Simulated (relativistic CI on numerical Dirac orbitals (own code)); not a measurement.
Method of calculation: Dirac-Coulomb-Breit CI, separate exchange-only KLI orbitals for each configuration, QED by a radiative potential, unscaled Slater integrals (own radial code, finite nucleus).

The strongest absorption lines from the ground level of an ion, among the configurations computed and to levels below about 198 eV (vacuum wavelength in nm, gf): 14.057 (0.0067), 15.833 (0.051), 16.358 (0.81), 17.968 (0.025), 19.256 (0.16), 23.993 (0.045), 27.711 (0.076).

Problem. Which ion is it?
A. Cu¹⁵⁺
B. Cu¹³⁺
C. Ga¹⁷⁺
D. Co¹³⁺

Solution. A. Cu¹⁵⁺ has 14 electrons and the ground level 3s2.3p2 3P_0; the strongest line goes to 3s2.3p.3d 3P°_1. The pattern of lines fixes the number of electrons, and along that sequence the line energies rise steadily with the charge (about as its square where n changes within one kind of shell, about linearly where n is kept but much faster in heavy ions where fine structure, which grows about as Z⁴, sets the gap, and irregularly where shells cross), which fixes Z. Configurations outside the model, such as inner-shell arrays, can give stronger lines. At this charge energies of transitions that change n are usually good to better than 1 %, and those within a shell (Δn = 0) to a few per cent.

LS names give the leading component of a level, which can be under half, so a name can repeat, a term be missing and a line seem to break the LS rules.
